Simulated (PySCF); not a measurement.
# Excitation energy of I by level of theory

I [Kr] 4d10 5s2 5p5 (2P) → I [Kr] 4d10 5s1 5p5 5d1 (high-spin determinant), as a difference of total energies. Calculation: PySCF 2.14, in aug-cc-pwCVTZ-DK3; scalar relativity by spin-free X2C-1e. Correlated levels: valence: [Kr] 4d10 frozen; valence and next inner shell: [Ar] 3d10 frozen. The calculations carry no spin-orbit coupling.

```tsv
method	excitation energy (eV)
UHF	20.052
LDA	19.548
PBE	19.190
PBE0	19.592
r2SCAN	19.495
CAM-B3LYP	20.052
M06-2X	19.419
wB97M-V	19.926
MP2 (valence)	19.362
SCS-MP2 (valence)	19.283
MP2 (valence and next inner shell)	19.516
SCS-MP2 (valence and next inner shell)	19.373
```

Question: How much does correlation contribute at MP2 (valence and next inner shell)?

Answer: 19.516 − (20.052) = -0.536 eV, measured against UHF.

A first-order spin-orbit estimate (lowest level to lowest level, LS coupling) adds -0.013 eV.

The upper state lies above the first ionisation limit, where it may autoionise and the basis confines it.

The promoted electron is Rydberg-like, and one or two diffuse shells describe it only roughly, which tends to raise the upper state.

In the upper state the promoted electron has a positive orbital energy at LDA, PBE, r2SCAN, so the basis confines it.

The determinant of the upper state mixes LS terms, which raises its energy above the lowest term, most at the Hartree-Fock and MP2 levels.
